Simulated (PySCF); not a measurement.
## A search over the determinants of GeO⁺

Unrestricted PBE0; basis Ge cc-pVTZ-PP with ECP10, O cc-pVTZ; scalar-relativistic core potentials; PySCF 2.14. Outer shells of the fragments: Ge+ 3d10 4s2 4p1; O 2s2 2p4.

Followed along the bond (rough minima from three points):

```tsv
2Ms+1	unpaired	⟨S²⟩ at the start	R at minimum (Å)	Te (eV)
2	π ↑	0.76	1.77	0.00
2	σ ↑	0.77	1.65	0.24
4	σ ↑, π ↑↑	3.76	none in the scan	≤ 3.62
```

Solutions found at the starting distance of 1.860 Å, counted from the lowest of them; the search is not exhaustive and high or unbound solutions are not listed, so other states can lie among these:

| 2Ms+1 | unpaired | term | E (eV) | ⟨S²⟩ | ⟨Lz²⟩ | μ (D) |
| --- | --- | --- | --- | --- | --- | --- |
| 2 | π ↑ | ²Π | 0.00 | 0.76 | 1.02 | -2.49 |
| 2 | σ ↑ | ²Σ⁺ | 0.72 | 0.77 | 0.00 | -3.47 |
| 4 | σ ↑, π ↑↑ | mixed | 3.62 | 3.76 | 2.01 | -0.83 |
| 4 | σ ↑, π ↑↑ | mixed | 3.84 | 3.76 | 2.01 | -0.82 |
| 4 | π ↑↑↑ | ⁴Π | 4.18 | 3.76 | 1.01 | 1.69 |
| 2 | σ ↑, π ↑↓ | mixed | 4.23 | 1.77 | 2.01 | -0.38 |

A term symbol is given only where ⟨S²⟩ and ⟨Lz²⟩ are close to those of a pure state; real π, δ and φ orbitals otherwise mix terms. A positive dipole points towards O; it is taken about the centre of mass and depends on that origin.

Question: Compare the gap between the two lowest followed solutions at the starting distance with the gap between their minima.

Answer: At PBE0 the second solution (doublet, unpaired electrons σ ↑) lies +0.72 eV from the first (doublet, unpaired electrons π ↑) at 1.860 Å and +0.24 eV at the minima; the two curves relax by different amounts, since their minima lie near 1.65 and 1.77 Å.

Spin–orbit coupling is left out. Counting both spins, an empty level lies below a filled one in some of these solutions, because spin and occupation are held.
